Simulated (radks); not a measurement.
The numbers below are computed, except where a source is named.
Species: Sn. Configuration: [Kr] 4d8 5s2 5p4 (not the ground configuration).

Code: a radial shooting solver on a logarithmic mesh with Libxc functionals. Model: Dirac Kohn-Sham, PBE, spin-unpolarised, spherical densities, finite nucleus; open shells fill j = l - 1/2 first; Fermi nuclear charge, rms radius 4.6519 fm.

Energy parts (Ry):
| part | energy |
|---|---|
| total | -12353.84803 |
| kinetic | 13008.45666 |
| electron-nucleus | -29942.46452 |
| Hartree | 4909.05333 |
| exchange-correlation | -328.89351 |

Orbitals (lengths in bohr, moments of r in powers of bohr; r(90%) holds 90 % of the orbital's charge):
| orbital | occ. | eigenvalue (Ry) | r(90%) |
|---|---|---|---|
| 1s1/2 | 2 | -2132.093 | 0.0522 |
| 2s1/2 | 2 | -322.7999 | 0.194 |
| 2p1/2 | 2 | -301.6002 | 0.173 |
| 2p3/2 | 4 | -284.6508 | 0.181 |
| 3s1/2 | 2 | -63.21353 | 0.499 |
| 3p1/2 | 2 | -54.60451 | 0.496 |
| 3p3/2 | 4 | -51.50711 | 0.512 |
| 3d3/2 | 4 | -36.30026 | 0.493 |
| 3d5/2 | 6 | -35.66058 | 0.498 |
| 4s1/2 | 2 | -10.82845 | 1.17 |
| 4p1/2 | 2 | -7.93598 | 1.25 |
| 4p3/2 | 4 | -7.36131 | 1.29 |
| 4d3/2 | 4 | -2.77503 | 1.59 |
| 4d5/2 | 4 | -2.69027 | 1.60 |
| 5s1/2 | 2 | -1.04253 | 3.20 |
| 5p1/2 | 2 | -0.45818 | 4.06 |
| 5p3/2 | 2 | -0.40792 | 4.25 |

The highest occupied level is 5p3/2 at -5.550 eV. The density falls to 0.001 e/bohr^3 at r = 4.70 bohr. The electron density at the nucleus is 1.912e+05 e/bohr^3. Summed over all electrons, <r^2> = 65.09 bohr^2, which gives a Langevin (diamagnetic) susceptibility term of -51.6 x 10^-6 cm^3/mol.
